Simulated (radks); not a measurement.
Values are calculated unless marked as measured or tabulated.
Species: Mg III. Configuration: [Ne] (the NIST ground configuration). Level of theory: Dirac Kohn-Sham, PBE, spin-unpolarised, spherical densities, point nucleus (a radial shooting solver on a logarithmic mesh with Libxc functionals).

Unscreened Slater integrals over Kohn-Sham orbitals (hartree). Large and small components are both included.

\begin{tabular}{lr}
integral & value \\ \hline
F0(2p3/2,2p3/2) & 1.3512 \\
F2(2p3/2,2p3/2) & 0.61101 \\
F0(2p3/2,2p1/2) & 1.3535 \\
G2(2p3/2,2p1/2) & 0.61145 \\
F0(2p3/2,2s1/2) & 1.3227 \\
G1(2p3/2,2s1/2) & 0.79483 \\
F0(2p3/2,1s1/2) & 1.9321 \\
G1(2p3/2,1s1/2) & 0.23777 \\
F0(2p1/2,2p1/2) & 1.3557 \\
F0(2p1/2,2s1/2) & 1.3246 \\
G1(2p1/2,2s1/2) & 0.79520 \\
F0(2p1/2,1s1/2) & 1.9392 \\
G1(2p1/2,1s1/2) & 0.23929 \\
F0(2s1/2,2s1/2) & 1.3082 \\
F0(2s1/2,1s1/2) & 1.8585 \\
G0(2s1/2,1s1/2) & 0.14282 \\
F0(1s1/2,1s1/2) & 7.2102 \\
\end{tabular}
